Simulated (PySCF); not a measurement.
**Shifts of the heteroatoms**

Mapped SMILES: `[CH3:1]/[CH:2]=[CH:3]\[C:4]1=[C:5]([F:6])[CH:7]=[CH:8][SiH2:9]1`. Hydrogens are named by the atom that carries them.

PySCF calculation with geometry from GFN2-xTB and NMR shieldings at PBE0/pcSseg-1/GIAO; in vacuum, one conformer, equivalent nuclei averaged, relativity neglected.

Q: Where does ¹⁹F resonate?

A: 
```csv
atoms,environment,σ (ppm),δ (ppm)
F6,vinylic fluorine,270.4,-97.9
```

Shieldings were converted by a linear fit to measured shifts: ¹⁹F (scatter 6.0 ppm rms, 7.0 ppm with the 5 outliers that the fit left out vs CFCl3, solution or neat liquid, with a term for F on sp3 carbon). Occasional misses reach two or three times the rms, and more in compound classes unlike the fitted ones.

On a 400 MHz spectrometer ¹⁹F resonates near 376.4 MHz, so 1 ppm is 376.4 Hz.

Q: Predict the ²⁹Si NMR data.

A: 
```
atoms                                       environment  σ (ppm)  δ (ppm)
  Si9  silicon bonded to 2 C, 2 H, in a 5-membered ring    395.5    -45.1
```

Shieldings were converted by a linear fit to measured shifts: ²⁹Si: δ = 279.94 − 0.822σ (rms 8.9 ppm, 72 shifts, 25.8 ppm with the 6 outliers that the fit left out vs TMS, solution or neat liquid). Occasional misses reach two or three times the rms, and more in compound classes unlike the fitted ones.

On a 300 MHz spectrometer ²⁹Si resonates near 59.6 MHz, so 1 ppm is 59.6 Hz.
